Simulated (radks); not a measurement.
The numbers below are computed, except where a source is named.
The selenium ion Se+ inside a hard spherical wall (all orbitals vanish at R), configuration held at [Ar] 3d10 4s2 4p3 and not refilled when levels cross. Code: a radial shooting solver on a logarithmic mesh with Libxc functionals. Model: scalar-relativistic Kohn-Sham, LDA (Slater exchange, Perdew-Wang correlation), spin-unpolarised, spherical densities, point nucleus. Eigenvalues in eV, with the zero of energy where the potential of the charges vanishes at infinity; a dash marks a level that is unbound or too diffuse for the functional's potential to be trusted. A positive occupied level is held by the wall or, in an anion where self-interaction has pushed it up, behind a barrier. The pressure on the wall is -dE/dV.

R (bohr) = free: E (hartree) -2426.38500; kinetic (hartree) 2475.107; e(3p) -163.22; e(3d) -63.887; e(4s) -27.080; e(4p) -15.584; e(5s, empty) -5.277; e(4d, empty) -3.493; pressure (GPa) 0
R (bohr) = 20: E (hartree) -2426.38500; kinetic (hartree) 2475.107; e(3p) -163.22; e(3d) -63.887; e(4s) -27.080; e(4p) -15.584; e(5s, empty) -5.277; e(4d, empty) -3.493; pressure (GPa) < 0.0001
R (bohr) = 12: E (hartree) -2426.38500; kinetic (hartree) 2475.107; e(3p) -163.22; e(3d) -63.887; e(4s) -27.080; e(4p) -15.584; e(5s, empty) -5.264; e(4d, empty) -3.475; pressure (GPa) < 0.0001
R (bohr) = 8: E (hartree) -2426.38490; kinetic (hartree) 2475.108; e(3p) -163.21; e(3d) -63.879; e(4s) -27.073; e(4p) -15.578; e(5s, empty) -4.788; e(4d, empty) -3.168; pressure (GPa) 0.00691
R (bohr) = 7: E (hartree) -2426.38434; kinetic (hartree) 2475.114; e(3p) -163.18; e(3d) -63.845; e(4s) -27.048; e(4p) -15.551; e(5s, empty) -4.121; e(4d, empty) -2.821; pressure (GPa) 0.0587
R (bohr) = 6: E (hartree) -2426.38081; kinetic (hartree) 2475.148; e(3p) -163.03; e(3d) -63.691; e(4s) -26.931; e(4p) -15.421; e(5s, empty) -2.500; e(4d, empty) -2.051; pressure (GPa) 0.498
R (bohr) = 5: E (hartree) -2426.35935; kinetic (hartree) 2475.310; e(3p) -162.39; e(3d) -63.063; e(4s) -26.463; e(4p) -14.865; e(5s, empty) 1.658; e(4d, empty) -0.209; pressure (GPa) 4.32
R (bohr) = 3.5: E (hartree) -2426.00101; kinetic (hartree) 2477.181; e(3p) -157.37; e(3d) -58.125; e(4s) -22.349; e(4p) -9.609; e(5s, empty) 26.346; e(4d, empty) 10.100; pressure (GPa) 134
R (bohr) = 2.5: E (hartree) -2423.82213; kinetic (hartree) 2485.446; e(3p) -143.98; e(3d) -45.004; e(4s) -6.176; e(4p) 10.497; e(5s, empty) 99.013; e(4d, empty) 39.640; pressure (GPa) 1930
